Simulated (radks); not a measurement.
Valence configurations of Pb+. All-electron calculation, scalar-relativistic Kohn-Sham, PBE, spin-polarised, spherical densities, finite nucleus; open shells are filled with parallel spins first (spin-orbit coupling, left out, can overturn this in heavy ions); Fermi nuclear charge, rms radius 5.5012 fm. Program: a radial shooting solver on a logarithmic mesh with Libxc functionals. Order these by energy: [Xe] 4f14 5d8 6s2 6p3; [Xe] 4f14 5d9.5 6s2 6p1.5; [Xe] 4f14 5d9 6s2 6p2; [Xe] 4f13.5 5d10 6s2 6p1.5; [Xe] 4f14 5d10 6s1.5 6p1.5; [Hg] 6p1; [Xe] 4f14 5d10 6p3; [Xe] 4f13 5d10 6s2 6p2; [Xe] 4f14 5d10 6s1 6p2; [Xe] 4f12 5d10 6s2 6p3.

Answer. From the lowest, in eV above it: [Hg] 6p1 0.000; [Xe] 4f14 5d10 6s1.5 6p1.5 4.198; [Xe] 4f14 5d10 6s1 6p2 8.137; [Xe] 4f14 5d9.5 6s2 6p1.5 9.576; [Xe] 4f14 5d10 6p3 17.902; [Xe] 4f14 5d9 6s2 6p2 19.740; [Xe] 4f14 5d8 6s2 6p3 41.814; [Xe] 4f13.5 5d10 6s2 6p1.5 67.314; [Xe] 4f13 5d10 6s2 6p2 138.90; [Xe] 4f12 5d10 6s2 6p3 295.21. NIST lists [Hg] 6p1 as the ground configuration; this level of theory agrees among the configurations tried. The energies are those of spherical high-spin densities, not of single terms.
